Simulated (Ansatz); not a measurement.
Basis sets compared for [MoO3(OH)]- (MoO₄H⁻). The state is a singlet with charge -1. Geometry PBE0-D4/def2-SVPD. Ansatz on 4 threads of Arm Neoverse V2 on a shared host; times are rough, and most runs start from earlier orbitals.

Cartesian coordinates in Å:
```
Mo -0.1686 -0.4323 0.0499
O 0.6176 -1.7295 0.8609
O -1.6806 -0.0746 0.7920
O -0.4256 -0.8131 -1.6096
O 0.9858 1.1270 0.1715
H 0.6714 1.9225 -0.2646
```

In the def2 sets Mo takes a core potential; there is no spin–orbit coupling.

| level | functions | energy (Eh) | HOMO (eV) | LUMO (eV) | wall time |
| --- | --- | --- | --- | --- | --- |
| PBE-D4/def2-SVPD | 134 | -369.5066 | -1.69 | 2.78 | 1.3 s |
| PBE0-D4/def2-SVPD | 134 | -369.4065 | -3.27 | 3.45 | 1.4 s |

(1) Estimate the rows for PBE-D4/def2-TZVPD, PBE0-D4/def2-TZVPD.

Answers

(1) 
```
             level  functions  energy (Eh)  HOMO (eV)  LUMO (eV)  wall time
 PBE-D4/def2-TZVPD        209    -369.8693      -1.59       2.69      1.9 s
PBE0-D4/def2-TZVPD        209    -369.7715      -3.15       3.27      2.8 s
```
